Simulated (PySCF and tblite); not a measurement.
The numbers below are computed, except where a source is named.
Molecule: 2-ethyltetrahydrofuran, C6H12O, numbered as in [CH3:1][CH2:2][C@H:3]1[CH2:4][CH2:5][CH2:6][O:7]1; H named by carrier, a and b as here (phase angle P 144°, Å):

```
C1       2.454   -0.345    0.450
C2       1.252    0.590    0.413
C3       0.239    0.210   -0.676
C4      -0.618   -1.008   -0.311
C5      -1.821   -0.362    0.372
C6      -1.968    0.931   -0.428
O7      -0.673    1.285   -0.882
H1a      3.159   -0.019    1.210
H1b      2.152   -1.364    0.680
H1c      2.963   -0.348   -0.511
H2a      1.587    1.607    0.202
H2b      0.754    0.599    1.384
H3       0.782    0.057   -1.619
H4a     -0.089   -1.707    0.331
H4b     -0.933   -1.530   -1.215
H5a     -1.593   -0.142    1.415
H5b     -2.717   -0.976    0.331
H6a     -2.369    1.760    0.163
H6b     -2.619    0.774   -1.300
```

The ring 3–4–5–6–7 is held at Altona–Sundaralingam phase angles P (ν_j = ν_max cos(P + 144°(j − 2)), ν_j about the bond from ring atom j to j + 1, counted from 0) and the rest relaxed at GFN2-xTB. Energies: PBE0/pcSseg-1 + D3(BJ). Couplings: B3LYP/6-31G* with H pcJ-1, gas phase, for ¹H. (tblite 0.8, PySCF 2.14.)

One held structure gave ³J(H4b,H5a) = 7.6, ³J(H4a,H5b) = 1.9, ³J(H5b,H6a) = 0.2, ³J(H5a,H6b) = 10.9, ³J(H3,H4a) = 6.4, ³J(H5a,H6a) = 8.7, ³J(H4b,H5b) = 11.8, ³J(H4a,H5a) = 13.6 Hz.

At which phase angle P was it held?
A. 144°
B. 288°
C. 216°
D. 72°
E. 0°

C. It lies 0.10 kcal/mol above the lowest point.
